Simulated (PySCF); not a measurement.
This PySCF input asks for the NMR shieldings of SMILES C[SiH]([C@]1(B)C[C@@H]1CF)C, C$_{6}$H$_{14}$BFSi; the geometry comes from GFN2-xTB.

```python
import basis_set_exchange as bse
import numpy as np
from pyscf import gto, dft
from pyscf.prop import nmr

atoms = """
B    -0.154853    0.402669   -1.992713
C     0.434993   -0.174268   -0.684904
Si   -0.950851   -0.308821    0.629755
C    -2.514253   -1.004833   -0.197000
C    -1.327146    1.395324    1.386065
C     1.478953   -1.258330   -0.661923
C     1.844333    0.139215   -0.255393
C     2.217523    0.446534    1.167206
F     3.560659    0.199197    1.373711
H    -0.192797    1.561479   -2.157128
H    -0.609812   -0.309396   -2.802530
H    -0.528946   -1.252805    1.685436
H    -2.322164   -1.962233   -0.670682
H    -2.884950   -0.331008   -0.963783
H    -3.309445   -1.150858    0.527400
H    -0.472919    1.806997    1.913761
H    -1.613121    2.109070    0.618841
H    -2.146985    1.328835    2.094583
H     1.859534   -1.635770   -1.600347
H     1.439325   -2.008028    0.115684
H     2.446516    0.705379   -0.959386
H     1.673585   -0.177544    1.880638
H     2.068067    1.506180    1.404250
"""
names = dict.fromkeys(["B", "C", "Si", "F", "H"], "pcSseg-1")
basis = {el: gto.basis.parse(bse.get_basis(n, elements=[el], fmt="nwchem")) for el, n in names.items()}
mol = gto.M(atom=atoms, basis=basis, charge=0, verbose=0)
mf = dft.RKS(mol, xc="PBE0")
mf.grids.level = 2
mf.grids.alignment = dft.numint.BLKSIZE   # the property module wants whole blocks of grid points
mf.conv_tol = 1e-9
mf.kernel()

calc = nmr.RKS(mf)   # GIAO
C = mf.mo_coeff
Co = C[:, mf.mo_occ > 0]
resp = mf.gen_response(singlet=True, hermi=2)
def vind(x):   # induced exchange potential for any number of trial vectors
    d = np.einsum("pi,xij,qj->xpq", C, 2 * x.reshape(-1, C.shape[1], Co.shape[1]), Co, optimize=True)
    return np.einsum("xpq,pi,qj->xij", resp(d - d.transpose(0, 2, 1)), C, Co, optimize=True).ravel()
mo1, _ = nmr.rhf.solve_mo1(calc, with_cphf=vind)
sigma = calc.kernel(mo1)
for i, s in enumerate(sigma):   # ppm
    print("%2d %-2s %9.2f" % (i, mol.atom_pure_symbol(i), np.trace(s) / 3))
```

Q: What does it print?

A: 
```
 0 B      11.89
 1 C     161.37
 2 Si    357.58
 3 C     188.38
 4 C     186.53
 5 C     163.47
 6 C     159.95
 7 C      96.95
 8 F     416.70
 9 H      23.89
10 H      23.96
11 H      27.34
12 H      31.23
13 H      32.01
14 H      31.65
15 H      31.55
16 H      31.47
17 H      31.67
18 H      30.38
19 H      30.55
20 H      30.19
21 H      27.26
22 H      26.34
```

These numbers come from an equivalent density-fitted implementation of the same equations, which agrees with the script to about 0.01 ppm for H and up to a few tenths of a ppm for heavy atoms, so last digits may differ.

Size and cost of the density-fitted run: 230 basis functions, 85 s wall time on 1 thread of an Arm Neoverse N1, shared host; peak memory 1.1 GiB.
